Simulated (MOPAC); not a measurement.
Input for MOPAC: PM7 on H2 (SMILES [H][H]).

```
PM7 1SCF PRECISE CHARGE=0 THREADS=1
H2

H     -0.10425463 1     0.03910725 1     3.50442295 1
H      0.13007456 1    -0.26228641 1     4.14331887 1
```

It printed:

```
*******************************************************************************
 **                                                                           **
 **                              MOPAC v23.2.5                                **
 **                                                                           **
 *******************************************************************************
 ** MOPAC's Digital Object Identifier: https://doi.org/10.5281/zenodo.6511958 **
 **                                                                           **
 ** Please cite the open-source release paper for use of this MOPAC version:  **
 ** J. E. Moussa and J. J. P. Stewart (2026)                                  **
 ** MOPAC: An open-source semiempirical molecular orbital program             **
 ** J. Open Source Softw., 11(119), 8025, https://doi.org/10.21105/joss.08025 **
 *******************************************************************************

                              PM7 CALCULATION RESULTS

 *******************************************************************************
 *  PM7        - The PM7 Hamiltonian to be used
 *
 *
 *
 *                 CHARGE ON SYSTEM = 0
 *
 *
 *
 *  PRECISE    - TIGHTER CRITERIA TO BE USED
 *  1SCF       - DO 1 SCF AND THEN STOP
 *  THREADS=1  - MULTI-THREADING NOT USED
 *  T=         - A TIME OF 172800.0 SECONDS REQUESTED
 *  DUMP=N     - RESTART FILE WRITTEN EVERY 7200.0 SECONDS REQUESTED
 *******************************************************************************
PM7 1SCF PRECISE CHARGE=0 THREADS=1
 H2

   ATOM   CHEMICAL          X               Y               Z
  NUMBER   SYMBOL      (ANGSTROMS)     (ANGSTROMS)     (ANGSTROMS)

     1       H         -0.10425463  *   0.03910725  *   3.50442295  *
     2       H          0.13007456  *  -0.26228641  *   4.14331887  *



          CARTESIAN COORDINATES

    NO.       ATOM           X           Y           Z

     1         H         -0.1043      0.0391      3.5044
     2         H          0.1301     -0.2623      4.1433

 General Reference for PM7:
 "Optimization of Parameters for Semiempirical Methods VI: More Modifications to the
 NDDO Approximations and Re-optimization of Parameters", J. J. P. Stewart, J. Mol. Mod., 1:32, 19 (2013)
 https://link.springer.com/article/10.1007/s00894-012-1667-x

           Empirical Formula: H2  =     2 atoms



      MOLECULAR POINT GROUP   :   D*h


      RHF CALCULATION, NO. OF DOUBLY OCCUPIED LEVELS = 1


 -------------------------------------------------------------------------------
 PM7 1SCF PRECISE CHARGE=0 THREADS=1
 H2



     1SCF WAS SPECIFIED, SO BFGS WAS NOT USED
     SCF FIELD WAS ACHIEVED


                              PM7 CALCULATION
                                                       MOPAC v23.2.5 Linux




          FINAL HEAT OF FORMATION =        -31.85179 KCAL/MOL =    -133.26787 KJ/MOL


          COSMO AREA              =         27.23 SQUARE ANGSTROMS
          COSMO VOLUME            =         13.01 CUBIC ANGSTROMS

          IONIZATION POTENTIAL    =         15.151624 EV
          HOMO LUMO ENERGIES (EV) =        -15.152  7.161
          NO. OF FILLED LEVELS    =          1
          MOLECULAR WEIGHT        =          2.0158         POINT GROUP:  D*h

          MOLECULAR DIMENSIONS (Angstroms)

            Atom       Atom       Distance
            H     2    H     1     0.74427
            H     2    H     1     0.00000
            H     1    H     2     0.00000


          SCF CALCULATIONS        =          1





   ATOM   CHEMICAL          X               Y               Z
  NUMBER   SYMBOL      (ANGSTROMS)     (ANGSTROMS)     (ANGSTROMS)

     1       H         -0.10425463  *   0.03910725  *   3.50442295  *
     2       H          0.13007456  *  -0.26228641  *   4.14331887  *

                             CARTESIAN COORDINATES

   1    H       -0.104254630     0.039107250     3.504422950
   2    H        0.130074560    -0.262286410     4.143318870


           Empirical Formula: H2  =     2 atoms



      MOLECULAR POINT GROUP   :   D*h


                  EIGENVALUES
 -15.15162   7.16106


              NET ATOMIC CHARGES AND DIPOLE CONTRIBUTIONS

  ATOM NO.   TYPE          CHARGE      No. of ELECS.   s-Pop
    1          H          -0.000000        1.0000     1.00000
    2          H           0.000000        1.0000     1.00000
 DIPOLE           X         Y         Z       TOTAL
 POINT-CHG.     0.000    -0.000     0.000     0.000
 HYBRID         0.000     0.000     0.000     0.000
 SUM            0.000    -0.000     0.000     0.000


          ATOMIC ORBITAL ELECTRON POPULATIONS

     Atom    s
    1  H   1.00000
    2  H   1.00000

 **********************
 *                    *
 * JOB ENDED NORMALLY *
 *                    *
 **********************




 == MOPAC DONE ==
```

The run finished.

Cost: roughly 0.03 core-seconds.
